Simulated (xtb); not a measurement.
GeI$_{2}$, charge -1, doublet, from a rough starting geometry (a state made from the parent by changing its charge; the spin is typed, not shown lowest); GFN2-xTB in xtb 6.7.1.

xtb was given this input:
```
$ xtb mol.xyz --gfn 2 --chrg -1 --uhf 1 --opt vtight --json

# file mol.xyz
3

Ge    -0.00354795    -0.04278619     1.12599838
I      0.98445308    -1.72371352    -0.52352247
I     -1.06657194     1.78555354    -0.52945437
```

### Question
Write the output that xtb gives for this input, abridged.

### Answer

```
   ID    Z sym.   atoms
    1   32 Ge     1
    2   53 I      2, 3

           -------------------------------------------------
          |                Calculation Setup                |
           -------------------------------------------------

           -------------------------------------------------
          |                 G F N 2 - x T B                 |
           -------------------------------------------------

          ...................................................
          :                      SETUP                      :
          :.................................................:
          :  # basis functions                  30          :
          :  # atomic orbitals                  27          :
          :  # shells                            9          :
          :  # electrons                        19          :
          :  max. iterations                   250          :
          :  Hamiltonian                  GFN2-xTB          :
          :  restarted?                      false          :
          :  GBSA solvation                  false          :
          :  PC potential                    false          :
          :  electronic temp.          300.0000000     K    :
          :  accuracy                    1.0000000          :
          :  -> integral cutoff          0.2500000E+02      :
          :  -> integral neglect         0.1000000E-07      :
          :  -> SCF convergence          0.1000000E-05 Eh   :
          :  -> wf. convergence          0.1000000E-03 e    :
          :  Broyden damping             0.4000000          :
          :  net charge                         -1          :
          :  unpaired electrons                  1          :
          ...................................................

 iter      E             dE          RMSdq      gap      omega  full diag
   1     -8.4272487 -0.842725E+01  0.267E+01    2.60       0.0  T
   2     -7.8899713  0.537277E+00  0.514E+01    0.61       1.0  T
   3     -9.6293153 -0.173934E+01  0.258E+01    1.66       1.0  T
   4     -9.6398690 -0.105537E-01  0.251E+01    1.67       1.0  T
   5     -9.8612580 -0.221389E+00  0.543E+00    2.07       1.0  T
   6     -9.8792152 -0.179572E-01  0.309E+00    2.18       1.0  T
   7     -9.8799531 -0.737877E-03  0.186E+00    2.13       1.0  T
   8     -9.8798996  0.535001E-04  0.962E-01    2.14       1.0  T
   9     -9.8802549 -0.355283E-03  0.520E-01    2.13       1.0  T
[...]
         :: total energy              -9.874707255017 Eh    ::
 * total energy  :    -9.8747073 Eh     change       -0.3570477E-12 Eh
 * total energy  :    -9.8728278 Eh     change        0.1879503E-02 Eh
 * total energy  :    -9.8791139 Eh     change       -0.6286145E-02 Eh
 * total energy  :    -9.8795964 Eh     change       -0.4825169E-03 Eh
 * total energy  :    -9.8805199 Eh     change       -0.9234683E-03 Eh
 * total energy  :    -9.8805582 Eh     change       -0.3827459E-04 Eh
 * total energy  :    -9.8805588 Eh     change       -0.6685939E-06 Eh
 * total energy  :    -9.8805596 Eh     change       -0.8026984E-06 Eh
 * total energy  :    -9.8805596 Eh     change       -0.2616041E-10 Eh
   *** GEOMETRY OPTIMIZATION CONVERGED AFTER 9 ITERATIONS ***
         :: total energy              -9.880559628395 Eh    ::
[...]
        18                          0.2678001               7.2872
        19                          0.2695427               7.3346
        20                          0.2707060               7.3663
        21                          0.2894316               7.8758
       ...                                ...                  ...
        27                          1.1077528              30.1435
      -------------------------------------------------------------
                  HL-Gap            0.0639545 Eh            1.7403 eV
             Fermi-level           -0.0910198 Eh           -2.4768 eV

     #   Z          covCN         q      C6AA      α(0)
     1  32 Ge       1.659     0.102   255.933    33.461
     2  53 I        0.835    -0.551   414.805    35.159
     3  53 I        0.835    -0.551   414.805    35.159

 Mol. C6AA /au·bohr⁶  :       3197.095086
 Mol. C8AA /au·bohr⁸  :     293878.528783
 Mol. α(0) /au        :        103.779705

Wiberg/Mayer (AO) data.
largest (>0.10) Wiberg bond orders for each atom

 ---------------------------------------------------------------------------
     #   Z sym  total        # sym  WBO       # sym  WBO       # sym  WBO
 ---------------------------------------------------------------------------
     1  32 Ge   1.596 --     3 I    0.798     2 I    0.798
     2  53 I    0.799 --     1 Ge   0.798
     3  53 I    0.799 --     1 Ge   0.798
 ---------------------------------------------------------------------------

Topologies differ in total number of bonds
Writing topology from bond orders to xtbtopo.mol

molecular dipole:
                 x           y           z       tot (Debye)
 q only:        0.057      -0.025       1.336
   full:        0.058      -0.031       2.024       5.148
molecular quadrupole (traceless):
                xx          xy          yy          xz          yz          zz
 q only:        2.545      12.306     -11.310       0.018      -0.186       8.765
  q+dip:        4.929      19.513     -17.042       0.031      -0.272      12.114
   full:        4.011      18.339     -16.638       0.023      -0.270      12.627

optimized geometry written to: xtbopt.xyz

           -------------------------------------------------
          | TOTAL ENERGY               -9.880559628395 Eh   |
          | GRADIENT NORM               0.000001108722 Eh/α |
          | HOMO-LUMO GAP               1.740291073361 eV   |
           -------------------------------------------------

normal termination of xtb
```
